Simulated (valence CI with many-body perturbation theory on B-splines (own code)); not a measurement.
## E1 transitions of Re⁴⁺

Calculated by configuration interaction combined with many-body perturbation theory (CI+MBPT): three valence electrons over a frozen Dirac-Fock core [Xe] 4f14, radial functions for each j: 7 s, 7 p, 8 d, 6 f, 4 g, 1 h, with the one-electron correlation potential Σ1, the two-electron term Σ2, the three-electron term Σ3, Breit, model QED; selected CI, second order for the rest, scaled by the run's own slope (own B-spline code, finite nucleus).

Against 69 measured levels this calculation errs by 1213 cm⁻¹ on average and by 2255 at most. These come from a selection out of Brasseur, Gamrath and Quinet, At. Data Nucl. Data Tables 157, 101636 (2024). Levels without a partner in it may be off by more, other configurations by 1,000 to 8,000 cm⁻¹. The list stops below the first excitations out of the core.

Lines 151 to 200 of 600 in falling wavelength, among levels below 255440 cm⁻¹, chosen from the strongest by gf and those to the six lowest levels. Wavelengths and rates use the calculated energies, so an error of 1000 cm⁻¹ moves a line at 1183 Å by 1.2 % and its rate by three times that or more. Electric multipoles are in the length gauge, E1 and E2 with the static RPA response of the core. Weak lines are less certain than strong ones. Lines between different terms over intervals too small for the method are left out, as are lines whose strength nearly cancels. Where a level lies close to another of its J and parity, the split of strength between their lines is uncertain. The highest levels of a list are the least certain.

Levels are named by their leading jj configuration (3d3/2^4 stands for four electrons in 3d with j = 3/2), which in mixed levels can hold well under half, so a name can repeat and another be missing. Letters in brackets count levels of one name in rising energy.

| λ vac (Å) | λ from measured levels | Upper | Lower | A (s⁻¹) | S (a.u.) |
| --- | --- | --- | --- | --- | --- |
| 1184 |  | (5d5/2^2 6p3/2) J=5/2 [b] | (5d5/2^2 6s) J=7/2 | 1.19e+09 | 5.85e+00 |
| 1183 | 1182 | (5d5/2^2 6p1/2) J=9/2 | (5d3/2 5d5/2 6s) J=7/2 [a] | 1.65e+08 | 1.35e+00 |
| 1182 |  | (5d3/2^2 6d5/2) J=3/2 | (5d3/2^2 6p3/2) J=1/2 | 6.30e+08 | 2.05e+00 |
| 1181 |  | (5d3/2 5d5/2 6d5/2) J=5/2 [b] | (5d3/2 5d5/2 6p3/2) J=3/2 [b] | 3.17e+08 | 1.55e+00 |
| 1180 |  | (5d5/2 6s 6p3/2) J=3/2 [a] | (5d3/2 6s^2) J=3/2 | 1.36e+09 | 4.42e+00 |
| 1180 |  | (5d3/2 5d5/2 6d3/2) J=7/2 [c] | (5d3/2 5d5/2 6p3/2) J=7/2 [d] | 2.08e+08 | 1.35e+00 |
| 1179 |  | (5d3/2 5d5/2 6d5/2) J=7/2 [a] | (5d3/2 5d5/2 6p3/2) J=7/2 [c] | 4.52e+08 | 2.92e+00 |
| 1179 |  | (5d3/2 5d5/2 6d5/2) J=7/2 [d] | (5d3/2 5d5/2 6p3/2) J=5/2 [d] | 9.23e+08 | 5.96e+00 |
| 1175 |  | (5d3/2 5d5/2 6d5/2) J=9/2 [b] | (5d3/2 5d5/2 6p3/2) J=7/2 [d] | 5.06e+08 | 4.05e+00 |
| 1173 |  | (5d3/2^2 6d5/2) J=1/2 | (5d3/2^2 6p3/2) J=1/2 | 1.25e+09 | 1.99e+00 |
| 1171 |  | (5d3/2 5d5/2 7s) J=7/2 | (5d3/2 5d5/2 6p3/2) J=9/2 [b] | 2.05e+08 | 1.30e+00 |
| 1170 |  | (5d3/2 5d5/2 6d5/2) J=5/2 [b] | (5d3/2 5d5/2 6p3/2) J=7/2 [d] | 1.53e+08 | 7.26e-01 |
| 1170 |  | (5d3/2 5d5/2 6d5/2) J=1/2 | (5d3/2 5d5/2 6p3/2) J=3/2 [a] | 8.32e+08 | 1.31e+00 |
| 1168 | 1162 | (5d3/2 5d5/2 6p3/2) J=9/2 [b] | (5d5/2^2 6s) J=9/2 | 5.04e+08 | 3.97e+00 |
| 1168 |  | (5d3/2 5d5/2 6d5/2) J=1/2 | (5d5/2^2 6p1/2) J=3/2 | 1.31e+09 | 2.06e+00 |
| 1167 | 1169 | (5d3/2^2 6p3/2) J=1/2 | (5d3/2^2 6s) J=3/2 | 1.13e+09 | 1.77e+00 |
| 1166 | 1162 | (5d3/2 5d5/2 6p3/2) J=3/2 [c] | (5d3/2 5d5/2 6s) J=3/2 [a] | 2.66e+08 | 8.33e-01 |
| 1166 |  | (5d3/2^2 6d5/2) J=5/2 | (5d3/2 5d5/2 6p1/2) J=5/2 [b] | 5.90e+08 | 2.77e+00 |
| 1166 |  | (5d3/2 5d5/2 6d5/2) J=9/2 [c] | (5d3/2 5d5/2 6p3/2) J=7/2 [d] | 1.38e+09 | 1.08e+01 |
| 1164 |  | (5d3/2 5d5/2 6d3/2) J=7/2 [a] | (5d3/2 5d5/2 6p3/2) J=9/2 [a] | 1.70e+08 | 1.06e+00 |
| 1164 |  | (5d3/2^2 6d5/2) J=7/2 | (5d3/2^2 6p3/2) J=7/2 | 4.71e+08 | 2.94e+00 |
| 1163 |  | (5d3/2 5d5/2 6d5/2) J=3/2 [b] | (5d3/2 5d5/2 6p3/2) J=5/2 [b] | 1.42e+09 | 4.41e+00 |
| 1161 |  | (5d3/2^2 6d5/2) J=7/2 | (5d3/2 5d5/2 6p1/2) J=5/2 [b] | 5.76e+08 | 3.57e+00 |
| 1161 |  | (5d3/2 5d5/2 6d3/2) J=5/2 [a] | (5d3/2 5d5/2 6p3/2) J=3/2 [a] | 2.01e+08 | 9.30e-01 |
| 1161 | 1162 | (5d3/2 5d5/2 6p3/2) J=5/2 [c] | (5d3/2 5d5/2 6s) J=5/2 [a] | 1.75e+08 | 8.11e-01 |
| 1160 | 1155 | (5d3/2 5d5/2 6p3/2) J=7/2 [c] | (5d3/2 5d5/2 6s) J=7/2 [a] | 3.00e+08 | 1.85e+00 |
| 1160 |  | (5d3/2 5d5/2 6d5/2) J=9/2 [a] | (5d3/2 5d5/2 6p3/2) J=7/2 [b] | 5.12e+08 | 3.95e+00 |
| 1159 |  | (5d3/2^2 6d5/2) J=9/2 | (5d3/2^2 6p3/2) J=7/2 | 1.73e+09 | 1.33e+01 |
| 1159 | 1157 | (5d3/2 5d5/2 6p3/2) J=7/2 [d] | (5d3/2 5d5/2 6s) J=5/2 [a] | 1.30e+08 | 7.98e-01 |
| 1159 |  | (5d3/2 5d5/2 6d5/2) J=5/2 [a] | (5d3/2 5d5/2 6p3/2) J=5/2 [a] | 1.44e+09 | 6.65e+00 |
| 1158 |  | (5d3/2 5d5/2 6d3/2) J=5/2 [c] | (5d3/2^2 6p3/2) J=3/2 [b] | 5.90e+08 | 2.71e+00 |
| 1157 |  | (5d3/2^2 6d3/2) J=7/2 | (5d3/2^2 6p3/2) J=5/2 | 1.77e+08 | 1.08e+00 |
| 1157 |  | (5d3/2 5d5/2 6d5/2) J=7/2 [a] | (5d5/2^2 6p1/2) J=9/2 | 1.33e+08 | 8.12e-01 |
| 1152 |  | (5d3/2 5d5/2 6d5/2) J=9/2 [b] | (5d3/2 5d5/2 6p3/2) J=9/2 [b] | 1.11e+09 | 8.41e+00 |
| 1150 |  | (5d5/2^2 6d5/2) J=11/2 | (5d3/2 5d5/2 6p3/2) J=9/2 [b] | 1.87e+09 | 1.69e+01 |
| 1150 |  | (5d3/2 5d5/2 6d5/2) J=5/2 [a] | (5d3/2 5d5/2 6p3/2) J=7/2 [a] | 3.19e+08 | 1.44e+00 |
| 1149 |  | (5d3/2 5d5/2 6d5/2) J=3/2 [a] | (5d5/2^2 6p1/2) J=5/2 | 2.77e+08 | 8.30e-01 |
| 1148 |  | (5d3/2 5d5/2 6d3/2) J=11/2 | (5d5/2^2 6p3/2) J=11/2 | 1.23e+09 | 1.10e+01 |
| 1146 |  | (5d3/2 5d5/2 6d5/2) J=7/2 [a] | (5d3/2 5d5/2 6p3/2) J=7/2 [b] | 2.53e+08 | 1.50e+00 |
| 1146 | 1148 | (5d3/2 5d5/2 6p3/2) J=7/2 [d] | (5d5/2^2 6s) J=9/2 | 2.35e+08 | 1.39e+00 |
| 1145 |  | (5d3/2 5d5/2 6d5/2) J=3/2 [b] | (5d3/2 5d5/2 6p3/2) J=1/2 [a] | 3.34e+08 | 9.91e-01 |
| 1144 | 1141 | (5d3/2 5d5/2 6p3/2) J=5/2 [a] | (5d3/2^2 6s) J=5/2 | 2.40e+08 | 1.06e+00 |
| 1143 |  | (5d3/2 5d5/2 6d3/2) J=5/2 [b] | (5d3/2 5d5/2 6p3/2) J=7/2 [c] | 1.70e+08 | 7.54e-01 |
| 1143 |  | (5d3/2 5d5/2 7s) J=5/2 | (5d3/2^2 6p3/2) J=3/2 [b] | 4.71e+08 | 2.08e+00 |
| 1142 |  | (5d3/2 5d5/2 6d5/2) J=7/2 [c] | (5d3/2 5d5/2 6p3/2) J=7/2 [d] | 5.50e+08 | 3.23e+00 |
| 1141 |  | (5d5/2^2 6p3/2) J=5/2 [a] | (5d3/2 5d5/2 6s) J=7/2 [b] | 3.26e+08 | 1.44e+00 |
| 1140 |  | (5d3/2 5d5/2 6d5/2) J=7/2 [c] | (5d3/2 5d5/2 6p3/2) J=5/2 [c] | 1.68e+09 | 9.84e+00 |
| 1140 |  | (5d3/2 5d5/2 6d3/2) J=9/2 | (5d3/2 5d5/2 6p3/2) J=9/2 [a] | 5.16e+08 | 3.77e+00 |
| 1139 |  | (5d5/2 6s 6p3/2) J=5/2 [b] | (5d5/2 6s^2) J=5/2 | 2.50e+09 | 1.10e+01 |
| 1138 |  | (5d3/2 5d5/2 6d5/2) J=3/2 [a] | (5d3/2 5d5/2 6p3/2) J=3/2 [a] | 1.05e+09 | 3.06e+00 |
